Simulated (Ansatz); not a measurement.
Calculated with Ansatz (gas phase, PBE0-D4/def2-TZVP geometries, no zero-point term in ΔE). CCSD(T)/CBS is the MP2 limit (def2-TZVPP, def2-QZVPP) plus CCSD(T) − MP2 in def2-TZVPP, frozen cores. Functionals use def2-TZVPP. One conformer a species, not always the lowest.

Consider the cleavage of the Si–Si bond: `[SiH3]O[SiH2][SiH3]` + `CN[SiH2]Cl` → `CN([SiH3])[SiH2]Cl` + `[SiH3]O[SiH3]`.

CCSD(T)/CBS gives -57.1 kJ/mol.

Another level gave -47.4 kJ/mol. Which?
A. B2PLYP/def2-TZVPP
B. PBE0/def2-TZVPP
C. revPBE/def2-TZVPP
D. r2SCAN-D4/def2-TZVPP

D. r2SCAN-D4 -47.4, B2PLYP -56.8, revPBE -28.6, PBE0 -38.0 kJ/mol.

What do rigid-rotor, harmonic-oscillator terms from PBE0-D4/def2-TZVP frequencies (298.15 K, 1 bar) make of the CCSD(T)/CBS value? (An estimate is asked.)

The calculation gave: ΔZPE = -4.7 kJ/mol, ΔH = -62.3 kJ/mol, ΔS = -9 J/(mol·K), ΔG = -59.7 kJ/mol. Modes under 50 cm⁻¹ make the entropy rough.

Largest T1 diagnostic among the species: 0.012.

Leaving LDA and LC-ωPBE aside and taking each functional with its dispersion term where it has one, the values, not all of them listed here, spread over 26.3 kJ/mol, from BHLYP-D4 to PBE-D4. LDA lies −5.3 kJ/mol from PBE without D4. From PBE to PBE0 (25 % exact exchange), in def2-TZVPP and without D4, ΔE moves by −6.9 kJ/mol. The D4 term adds −4.5 kJ/mol with B3LYP and −2.3 kJ/mol with PBE0; it sums over pairs of atoms, weighted by their polarisabilities, and B3LYP, whose exchange is more repulsive, gets the larger term.

B3LYP here is the variant with VWN-RPA as its local correlation; programs differ in this.
